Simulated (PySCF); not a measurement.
Spin–spin coupling constants

Geometry:
```json
{"atom": "C1", "x (Å)": "3.645", "y (Å)": "-0.365", "z (Å)": "0.703"}
{"atom": "C2", "x (Å)": "2.288", "y (Å)": "-0.270", "z (Å)": "0.196"}
{"atom": "C3", "x (Å)": "1.150", "y (Å)": "-0.187", "z (Å)": "-0.232"}
{"atom": "Ge4", "x (Å)": "-0.621", "y (Å)": "-0.074", "z (Å)": "-0.893"}
{"atom": "N5", "x (Å)": "-1.685", "y (Å)": "0.383", "z (Å)": "0.526"}
{"atom": "C6", "x (Å)": "-3.113", "y (Å)": "0.497", "z (Å)": "0.360"}
{"atom": "H7", "x (Å)": "4.308", "y (Å)": "0.348", "z (Å)": "0.188"}
{"atom": "H8", "x (Å)": "4.054", "y (Å)": "-1.376", "z (Å)": "0.554"}
{"atom": "H9", "x (Å)": "3.680", "y (Å)": "-0.140", "z (Å)": "1.780"}
{"atom": "H10", "x (Å)": "-0.990", "y (Å)": "-1.431", "z (Å)": "-1.544"}
{"atom": "H11", "x (Å)": "-0.748", "y (Å)": "1.040", "z (Å)": "-1.947"}
{"atom": "H12", "x (Å)": "-1.417", "y (Å)": "-0.072", "z (Å)": "1.394"}
{"atom": "H13", "x (Å)": "-3.566", "y (Å)": "1.016", "z (Å)": "1.222"}
{"atom": "H14", "x (Å)": "-3.340", "y (Å)": "1.112", "z (Å)": "-0.526"}
{"atom": "H15", "x (Å)": "-3.653", "y (Å)": "-0.465", "z (Å)": "0.233"}
```

Indirect spin–spin couplings were computed at B3LYP/pcJ-1 (pcSseg-1 on Ge) (spin–dipole term only in couplings to heteroatoms) (PySCF 2.14) on a PBE0-D3(BJ)/def2-SVP structure, for the isolated molecule, without vibrational or relativistic corrections. Couplings are averaged over pairs made equivalent by symmetry, fast rotation or ring inversion, so a value needn't be that of the named pair in this geometry, while other rotamers aren't included; one pair stands for each set, and the list holds those of at least 1.5 Hz over up to four bonds.

Isotopes: 13C, 1H, 15N.

```tsv
pair	bonds	J (Hz)
C1, C2	1	72.4
C1, H7	1	138.1
C2, C3	1	164.1
N5, C6	1	-7.0
N5, H12	1	-77.5
C6, H13	1	138.5
C1, C3	2	9.5
C2, H7	2	?
C3, N5	2	-4.7
C3, H10	2	14.0
N5, H10	2	?
N5, H13	2	-1.6
H7, H8	2	-18.3
H10, H11	2	?
H13, H14	2	?
C2, H10	3	?
C3, C6	3	5.4
C3, H7	3	5.7
H10, H12	3	1.6
H12, H13	3	?
```

Task: Estimate the withheld couplings, with signs.

Result: 
- 2J(C2,H7) = -10.5 Hz
- 2J(N5,H10) = -6.0 Hz (mean over equivalent pairs that range from -11.1 to -0.9 Hz in this conformer)
- 2J(H10,H11) = 30.2 Hz (angle at Ge4 109°)
- 2J(H13,H14) = -12.7 Hz (mean over equivalent pairs that range from -16.0 to -10.3 Hz in this conformer)
- 3J(C2,H10) = 4.5 Hz
- 3J(H12,H13) = 8.2 Hz (mean over equivalent pairs that range from 1.1 to 18.9 Hz in this conformer)

Relativistic effects of the heavier atoms present are left out.
